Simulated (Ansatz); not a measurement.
Stepwise reaction of `[NH2][In]([NH2])[O][SiH3]` with hydrogen chloride, as a gas-phase model of exchange steps in deposition or etching. ΔE in kJ/mol.

Computed with Ansatz on PBE0-D4/def2-TZVP structures; ΔE is electronic, products minus reactants. CCSD(T)/CBS adds triple-zeta CCSD(T) − MP2 to the extrapolated MP2 energy (def2 sets, frozen cores). This one scheme is used for every species. DFT in def2-TZVPP. B3LYP here is the variant with VWN-RPA as its local correlation; programs differ in this. Elements past krypton have def2 core potentials. For In outer-core shells are correlated without core-valence functions, which leaves a few kJ/mol of doubt a bond. One conformer a species, not always the lowest.

| step | reaction | PBE-D4 | B3LYP-D4 | ωB97M-V | CCSD(T)/CBS |
| --- | --- | --- | --- | --- | --- |
| 1 | `[NH2][In]([NH2])[O][SiH3]` + HCl → `[NH2][In]([Cl])[O][SiH3]` + NH₃ | -107.3 | -111.4 | -110.5 | -105.6 |

**Question.** Give the row of step 2, `[NH2][In]([Cl])[O][SiH3]` + HCl → `[SiH3][O][In]([Cl])[Cl]` + NH₃. (Best estimate.)

**Answer.** Computed: 
```tsv
step	reaction	PBE-D4	B3LYP-D4	ωB97M-V	CCSD(T)/CBS
2	`[NH2][In]([Cl])[O][SiH3]` + HCl → `[SiH3][O][In]([Cl])[Cl]` + NH₃	-92.0	-96.0	-96.3	-92.7
```

**Question.** By hand: ΔE of the 2 steps together at CCSD(T)/CBS.

**Answer.** (-105.6) + (-92.7) = -198.3 kJ/mol, or -99.2 kJ/mol a step.

In ΔE each step is higher than the one before. All are downhill at CCSD(T)/CBS. PBE-D4 differs from CCSD(T)/CBS by -1.7 to 0.7 kJ/mol a step. Only this route is followed, and other bonds may react first. Isolated molecules leave out the surface, adducts and barriers. Largest T1 diagnostic: 0.015.
